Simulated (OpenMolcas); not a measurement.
Ge²⁺: input and output

Input:

```
&GATEWAY
Coord
1

Ge 0.0 0.0 0.0
Basis=ANO-RCC-VTZP
Group=XYZ
NoMove
AngMom=0.0 0.0 0.0
AMFI
&SEWARD
&RASSCF
FileOrb=start.orb
Symmetry=1
Spin=3
nActEl=2 0 0
Inactive=8 6
Ras2=1 3
CIRoot=3 3 1
SDav=3
CIMx=300
Iter=120 100
PrWF=0.3
OrbListing=Nothing
MaxOrb=0
Atom
>>> COPY $Project.JobIph JOBPRE
&RASSCF
FileOrb=start.orb
Symmetry=1
Spin=3
nActEl=2 0 2
Inactive=8 6
Ras2=1 3
Ras3=5 0
CIRoot=3 3 1
SDav=18
CIMx=300
Iter=120 100
PrWF=0.3
OrbListing=Nothing
MaxOrb=0
Thrs=2.0e-7 1.0e-1 5.0e-4
Atom
>>> COPY $Project.JobIph JOB001
&RASSCF
FileOrb=start.orb
Symmetry=1
Spin=1
nActEl=2 0 2
Inactive=8 6
Ras2=1 3
Ras3=5 0
CIRoot=7 7 1
SDav=27
CIMx=300
Iter=120 100
PrWF=0.3
OrbListing=Nothing
MaxOrb=0
Thrs=2.0e-7 1.0e-1 5.0e-4
Atom
>>> COPY $Project.JobIph JOB002
&RASSCF
FileOrb=start.orb
Symmetry=2
Spin=3
nActEl=2 0 2
Inactive=8 6
Ras2=1 3
Ras3=5 0
CIRoot=3 3 1
SDav=18
CIMx=300
Iter=120 100
PrWF=0.3
OrbListing=Nothing
MaxOrb=0
Thrs=2.0e-7 1.0e-1 5.0e-4
Atom
>>> COPY $Project.JobIph JOB003
&RASSCF
FileOrb=start.orb
Symmetry=2
Spin=1
nActEl=2 0 2
Inactive=8 6
Ras2=1 3
Ras3=5 0
CIRoot=3 3 1
SDav=18
CIMx=300
Iter=120 100
PrWF=0.3
OrbListing=Nothing
MaxOrb=0
Thrs=2.0e-7 1.0e-1 5.0e-4
Atom
>>> COPY $Project.JobIph JOB004
&RASSI
NrOfJobIphs=4 3 7 3 3
1 2 3
1 2 3 4 5 6 7
1 2 3
1 2 3
IphNames
JOB001
JOB002
JOB003
JOB004
EJob
SpinOrbit
DIPRint=1.0
SOCoupling=1000.0
Subsets=2
MEES
Property=10
'ANGMOM' 1 'ANGMOM' 2 'ANGMOM' 3 'MLTPL  1' 1 'MLTPL  1' 2 'MLTPL  1' 3
'AMFI' 1 'AMFI' 2 'AMFI' 3 'MLTPL  2' 6
SOProperty=3
'ANGMOM' 1 'ANGMOM' 2 'ANGMOM' 3
```

A driver script runs the steps one by one and writes start.orb anew before each from the orbitals found so far.

Output, cut to the results:

```
--- SEWARD ---
Basis set label: GE.ANO-RCC...6S5P3D1F.

      Electronic valence basis set:
      ------------------
      Associated Effective Charge  32.000000 au
      Associated Actual Charge     32.000000 au
      Nuclear Model: Point charge

      Shell  nPrim  nBasis  Cartesian Spherical Contaminant
         s      20       6        X
         p      17       5        X
         d      11       3                 X
         f       5       1                 X
                  Relativistic Douglas-Kroll-Hess integrals:
                    - DKH order of Hamiltonian: 2
                    - DKH order of Properties : 0
                  Atomic mean-field integrals
--- RASSCF ---
Wave function specifications:
      -----------------------------

      Number of closed shell electrons          28
      Number of electrons in active shells       2
      Max number of holes in RAS1 space          0
      Max nr of electrons in RAS3 space          2
      Number of inactive orbitals               14
      Number of active orbitals                  9
      Number of secondary orbitals              20
      Spin quantum number                      1.0
      State symmetry                             1
Orbital specifications:
      -----------------------

      Symmetry species                           1   2
                                                ag  au
      Frozen orbitals                            0   0
      Inactive orbitals                          8   6
      Active orbitals                            6   3
      RAS1 orbitals                              0   0
      RAS2 orbitals                              1   3
      RAS3 orbitals                              5   0
      Secondary orbitals                         7  13
      Deleted orbitals                           0   0
      Number of basis functions                 21  22
      Number of CSFs                            18
      Number of root(s) required                 3
      Iter CI   SX   CI       RASSCF       Energy    max ROT     max BLB   max BLB  Level Ln srch  Step   QN
          iter iter root      energy       change     param      element    value   shift minimum  type update
 Nr of preliminary CI iterations:   1
 ###############################################################################
 ###############################################################################
 ###                                                                         ###
 ###                                                                         ###
 ###    WARNING: Problems in orbital optimization.                           ###
 ###                                                                         ###
 ###                                                                         ###
 ###############################################################################
 ###############################################################################
  Warning: In symmetry  1, orbital p=   9 has diagonal density matrix element D(p,p) close to zero. D(p,p)=  3.244764E-25
      Total energies have been shifted. Add                -2000.00 au
        ...
 ###############################################################################
 ###############################################################################
  Warning: In symmetry  1, orbital p=   9 has diagonal density matrix element D(p,p) close to zero. D(p,p)=  3.068527E-25
        4   1    3    0   -95.53786121   -2.14E-11   4.51E-07    7  18 1 -4.64E-06   0.50   0.00    SX    NO
      Convergence after  4 iterations
        5   1    3    0   -95.53786121   -6.37E-12   4.51E-07    7  18 1  2.85E-06   0.50   0.00    SX    NO
      Natural orbitals and occupation numbers for root  1
      sym 1:   0.000000   0.001164   0.001164  -0.000000   0.004657   0.004657
      sym 2:   0.994178  -0.000000   0.994178
      Natural orbitals and occupation numbers for root  2
      sym 1:   0.000000   0.004657   0.001164  -0.000000   0.001164   0.004657
      sym 2:   0.994178   0.994178   0.000000
      Natural orbitals and occupation numbers for root  3
      sym 1:   0.000000   0.001164   0.004657   0.004657   0.001164  -0.000000
      sym 2:  -0.000000   0.994178   0.994178
::    RASSCF root number  1 Total energy:  -2095.53786121
::    RASSCF root number  2 Total energy:  -2095.53786121
::    RASSCF root number  3 Total energy:  -2095.53786121
--- RASSCF ---
Wave function specifications:
...
--- RASSI ---
SPIN-FREE ENERGIES:
  (Shifted by EMIN (a.u.) =      -2096.1972868662)

 SF State       Relative EMIN(au)   Rel lowest level(eV)    D:o, cm**(-1)      L_eff

     4             0.0000000000        0.0000000000              0.0000         0.0
    11             0.2677712748        7.2864275852          58769.0018         1.0
    12             0.2677712748        7.2864275852          58769.0018         1.0
    13             0.2677712748        7.2864275852          58769.0018         1.0
    14             0.4198599140       11.4249702882          92148.5998         1.0
    15             0.4198599140       11.4249702882          92148.5998         1.0
    16             0.4198599140       11.4249702882          92148.5998         1.0
     8             0.6419660459       17.4687860308         140895.2613         2.0
     9             0.6419660459       17.4687860308         140895.2613         2.0
     5             0.6419660459       17.4687860308         140895.2613         2.0
     6             0.6419660459       17.4687860308         140895.2613         2.0
     7             0.6419660459       17.4687860308         140895.2613         2.0
     1             0.6594256544       17.9438861817         144727.2024         1.0
     2             0.6594256544       17.9438861817         144727.2024         1.0
     3             0.6594256544       17.9438861817         144727.2024         1.0
    10             0.7866460898       21.4057305894         172648.8606         0.0
     Dipole printing threshold changed to   1.00000000E+00

++ Dipole transition strengths (spin-free states):
   -----------------------------------------------
     for osc. strength at least  1.00000000E+00

  ( Max oscillator strength is only   0.65657888090195660      )
--
Eigenvalues of complex Hamiltonian:
   -----------------------------------
  (Shifted by EMIN (a.u.) =      -2096.1972868662)

...
```

Levels above the lowest, from the spin-orbit matrix, grouped by J:

```
Configuration  Term  J  E (cm-1)  Measured (cm-1)      g  Term weight %
          4s2    1S  0       0.0              0.0                   100
        4s 4p   3P*  0     57421            61734                   100
        4s 4p   3P*  1     58074            62500  1.501            100
        4s 4p   3P*  2     59444            64144  1.501            100
        4s 4p   1P*  1     92171            91873  1.000            100
          4p2    1D  2    140751           144975  1.015             97
          4p2    3P  0    143322           147685                   100
          4p2    3P  1    144079           148640  1.501            100
          4p2    3P  2    145522           150372  1.486             97
```

Against the 8 measured excited levels shown (Sugar and Musgrove, J. Phys. Chem. Ref. Data 22, 1213 (1993)) the mean absolute deviation is 4000 cm-1; the largest miss in energy is 4p2 3P2: computed 145522, measured 150372 cm-1 (-3.2 %), and the largest in proportion 4s 4p 3P* 2 (-7.3 %).

Active for correlation alone: 4d; no level in the range computed is led by a configuration that fills it, so any true level of that kind is missing. Some terms mix strongly with configurations of 4d, whose occupation reaches 0.22 (4p2 1D). Measured partners are found by configuration, term and J. A level has none where our copy of the source lacks it or the pairing is in doubt (some pairs that miss far off the trend of their configuration count as doubtful), and it then counts in no deviation. Only configurations of the active space appear. The first state left out of the spin-orbit step lies near 180000 cm-1 above the lowest spin-free state of the reference (among the parities and spins computed), and the list stops at four fifths of that energy or lower.

The term weight is that of the spin-free term in the level, not the purity of its configuration. * marks odd parity.
